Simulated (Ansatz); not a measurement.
Correlation energies of C2H7BZn, SMILES `C[B](C)[ZnH]` by basis set

Cartesian coordinates in Å:
```
C 0.415 1.349 0.486
B 0.086 -0.041 -0.155
C -0.330 -1.228 0.780
Zn 0.029 -0.265 -2.244
H 1.131 1.962 -0.069
H -0.532 1.914 0.443
H 0.709 1.311 1.540
H -1.433 -1.225 0.779
H -0.015 -1.122 1.824
H -0.055 -2.221 0.417
H -0.005 -0.434 -3.801
```

Charge 0, multiplicity 1. For Zn the d shell is correlated and the shells below it are frozen. Scalar relativity is left out up to krypton. The structure was optimised at the PBE0-D4/def2-TZVP level. Frozen core, restricted reference, Ansatz 0.2.0.

```
     basis      HF (Eh)  MP2 corr.  CCSD corr.       (T)  CCSD(T) total
  def2-SVP  -1881.94230   -0.68413    -0.71131  -0.02099    -1882.67460
def2-TZVPP  -1882.29851   -0.97275    -0.96773  -0.03388    -1883.30012
def2-QZVPP  -1882.34445   -1.03736           –         –              –
```
